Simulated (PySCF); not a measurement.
## Basis-set dependence of excited states

Compound: C2H5NSi.
SMILES: `N#C[SiH2]C`

TDDFT with PBE0 (PySCF), vertical singlets, core orbitals frozen in the response, spherical d and f functions. Isolated species at its PBE0-D3(BJ)/def2-SVP geometry, gas phase.

```tsv
basis	functions	diffuse	S1 (eV)	S2 (eV)	S3 (eV)	S4 (eV)	S5 (eV)	LUMO (eV)	α (au)
6-31G*	70	no	7.07	7.44	7.45	8.09	8.27	-0.16	44.3
def2-SVP	85	no	7.07	7.43	7.43	8.07	8.18	-0.29	46.7
6-31+G*	86	yes	7.01	7.34	7.36	8.03	8.20	-0.67	49.9
def2-SVPD	124	yes	6.99	7.31	7.31	8.01	8.09	-0.57	54.6
aug-cc-pVDZ	141	yes	6.96	7.28	7.28	7.99	8.10	-0.70	55.8
def2-TZVP	160	no	6.93	7.25	7.25	7.96	8.06	-0.56	52.5
def2-TZVPD	199	yes	6.91	7.21	7.21	7.92	8.02	-0.70	55.6
```

Q: Compare the sets with the largest diffuse one.

A: States are compared by their number. Against the largest diffuse basis here (def2-TZVPD, itself not a converged limit), sets without diffuse functions differ by up to 0.16 eV in S1 and 0.25 eV in S5; the smaller diffuse sets differ by up to 0.10 and 0.18 eV. State by state, the largest deviation of a set without diffuse functions is S1 0.16, S2 0.23, S3 0.24, S4 0.17, S5 0.25 eV. The same number needn't mean the same state in each row. Against def2-TZVPD the polarisability deviates by -20% in 6-31G*, -16% in def2-SVP, -10% in 6-31+G*, -2% in def2-SVPD, 0% in aug-cc-pVDZ, -6% in def2-TZVP. A single + in a Pople set puts diffuse functions on heavy atoms only.
